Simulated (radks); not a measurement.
Values are calculated unless marked as measured or tabulated.
Problem. Neutral tantalum: order these configurations by energy. Code: a radial shooting solver on a logarithmic mesh with Libxc functionals. Model: non-relativistic Kohn-Sham, PBE, spin-polarised, spherical densities, point nucleus. Open shells are filled with parallel spins first. [Xe] 4f14 5d2 6s2 6p1; [Xe] 4f14 5d3 6s1 6p1; [Xe] 4f14 5d3 6s2; [Xe] 4f14 5d4 6p1; [Xe] 4f14 5d4 6s1; [Xe] 4f14 5d5.

Solution. From the lowest, in eV above it: [Xe] 4f14 5d4 6s1 0.000; [Xe] 4f14 5d5 0.820; [Xe] 4f14 5d3 6s2 1.393; [Xe] 4f14 5d4 6p1 3.056; [Xe] 4f14 5d3 6s1 6p1 3.271; [Xe] 4f14 5d2 6s2 6p1 6.007.
